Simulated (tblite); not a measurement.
C4H10BBrSi.
Atom-mapped SMILES: `[CH2:1]=[C:2]([CH3:3])[B:4]([Br:5])[CH2:6][SiH3:7]` (hydrogens: H8, H9 on C1; H10, H11, H12 on C3; H13, H14 on C6; H15, H16, H17 on Si7)

Computed with GFN2-xTB (tblite), gas phase: L-BFGS steps from a force-field or distance-geometry start until the largest atomic force falls under 0.01 eV/Å.

Geometry at step 170:
```
atom  x, y, z in Å
C1     -1.7008    1.8575   -0.4559
C2     -1.2110    0.6141   -0.3760
C3     -2.1170   -0.5201    0.0365
B4      0.2892    0.2897   -0.6627
Br5     1.3031    1.4792   -1.7297
C6      0.9939   -0.9732   -0.0768
Si7     2.6320   -0.5598    0.8494
H8     -2.7277    2.0958   -0.2169
H9     -1.0879    2.6921   -0.7550
H10    -1.8460   -1.4255   -0.5094
H11    -2.0093   -0.7238    1.1041
H12    -3.1623   -0.2851   -0.1669
H13     0.3396   -1.5364    0.5902
H14     1.2726   -1.6566   -0.8896
H15     2.3732    0.6178    1.6847
H16     3.6698   -0.2569   -0.1312
H17     2.9816   -1.6970    1.6953
```

**Question.** What forces act on the atoms?

**Answer.** 
```json
{"atom": "C1", "Fx (eV/Å)": "0.020", "Fy (eV/Å)": "-0.143", "Fz (eV/Å)": "0.006"}
{"atom": "C2", "Fx (eV/Å)": "-0.070", "Fy (eV/Å)": "0.209", "Fz (eV/Å)": "-0.003"}
{"atom": "C3", "Fx (eV/Å)": "-0.020", "Fy (eV/Å)": "-0.041", "Fz (eV/Å)": "-0.053"}
{"atom": "B4", "Fx (eV/Å)": "-0.062", "Fy (eV/Å)": "0.020", "Fz (eV/Å)": "0.044"}
{"atom": "Br5", "Fx (eV/Å)": "-0.024", "Fy (eV/Å)": "-0.022", "Fz (eV/Å)": "-0.015"}
{"atom": "C6", "Fx (eV/Å)": "0.143", "Fy (eV/Å)": "-0.094", "Fz (eV/Å)": "-0.067"}
{"atom": "Si7", "Fx (eV/Å)": "-0.212", "Fy (eV/Å)": "0.128", "Fz (eV/Å)": "-0.056"}
{"atom": "H8", "Fx (eV/Å)": "0.042", "Fy (eV/Å)": "-0.061", "Fz (eV/Å)": "-0.038"}
{"atom": "H9", "Fx (eV/Å)": "0.016", "Fy (eV/Å)": "0.019", "Fz (eV/Å)": "0.019"}
{"atom": "H10", "Fx (eV/Å)": "-0.103", "Fy (eV/Å)": "0.042", "Fz (eV/Å)": "0.072"}
{"atom": "H11", "Fx (eV/Å)": "0.000", "Fy (eV/Å)": "0.020", "Fz (eV/Å)": "-0.070"}
{"atom": "H12", "Fx (eV/Å)": "0.106", "Fy (eV/Å)": "0.004", "Fz (eV/Å)": "0.054"}
{"atom": "H13", "Fx (eV/Å)": "0.042", "Fy (eV/Å)": "-0.041", "Fz (eV/Å)": "-0.035"}
{"atom": "H14", "Fx (eV/Å)": "0.019", "Fy (eV/Å)": "0.057", "Fz (eV/Å)": "0.112"}
{"atom": "H15", "Fx (eV/Å)": "0.034", "Fy (eV/Å)": "0.002", "Fz (eV/Å)": "0.037"}
{"atom": "H16", "Fx (eV/Å)": "0.051", "Fy (eV/Å)": "-0.027", "Fz (eV/Å)": "0.004"}
{"atom": "H17", "Fx (eV/Å)": "0.019", "Fy (eV/Å)": "-0.073", "Fz (eV/Å)": "-0.009"}
```

The largest, 0.25 eV/Å, acts on Si7; the rms over all components is 0.071 eV/Å. The forces sum to zero within rounding, as they must for an isolated molecule in no field.

**Question.** Give the force on Si7 in Eh/bohr and in nN.

**Answer.** 0.254 eV/Å ÷ 51.422 = 0.00494 Eh/bohr, and 0.254 eV/Å × 1.602 = 0.41 nN.

**Question.** How far is this geometry from the end of the optimisation?

**Answer.** 0.111 eV above it, and 0.711 Å rms away after alignment. The bonds farthest from their final lengths, with half the difference of the two atoms' forces along the bond (positive lengthens):

```csv
bond,now (Å),final (Å),force along bond (eV/Å)
B4–C6,1.560,1.554,+0.07
C6–H14,1.098,1.092,-0.13
Si7–H17,1.460,1.463,+0.12
B4–Br5,1.892,1.896,+0.01
C3–H11,1.092,1.089,-0.01
C3–H12,1.091,1.087,-0.07
```

The angle farthest from its final value is B4–C6–Si7, 113.0° against 110.0°.

What follows is the cost of the whole relaxation. Hardware: one thread of an Arm Neoverse N1, no GPU, on a shared host. Cost: 3.5 s of wall time.
